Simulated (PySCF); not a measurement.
SMILES C[Si](O)(O)B(O)O (CH₇BO₄Si) (B3LYP/def2-SVP optimised geometry):

```
14

Si    -0.209    -0.120     0.000
C      1.675    -0.120     0.000
O     -0.734     1.475     0.000
O     -0.816    -0.913     1.367
B     -1.153    -1.239    -1.397
O     -0.922    -1.135    -2.733
O     -2.054    -2.154    -0.936
H      2.093     0.464     0.839
H      2.069    -1.146     0.079
H      2.061     0.315    -0.938
H     -0.082     2.154     0.208
H     -0.662    -0.527     2.238
H     -1.468    -1.757    -3.239
H     -2.093    -2.127     0.034
```

Computed with B3LYP/def2-TZVP (PySCF).

Problem. What are the frontier orbital energies and the dipole moment?

Solution. HOMO-2 -8.85 eV, HOMO-1 -8.68 eV, HOMO -7.55 eV, LUMO -0.24 eV, LUMO+1 0.16 eV; dipole moment 2.39 D.

On the same geometry PBE/def2-TZVP (PySCF) gives HOMO-2 -7.43 eV, HOMO-1 -7.29 eV, HOMO -6.37 eV, LUMO -0.94 eV, LUMO+1 -0.31 eV; dipole moment 2.23 D.

Meta-Löwdin charges at B3LYP/def2-TZVP: Si1 1.17, C2 -0.62, O3 -0.76, O4 -0.77, B5 0.23, O6 -0.51, O7 -0.52, H8 0.11, H9 0.13, H10 0.13, H11 0.34, H12 0.34, H13 0.34, H14 0.36.
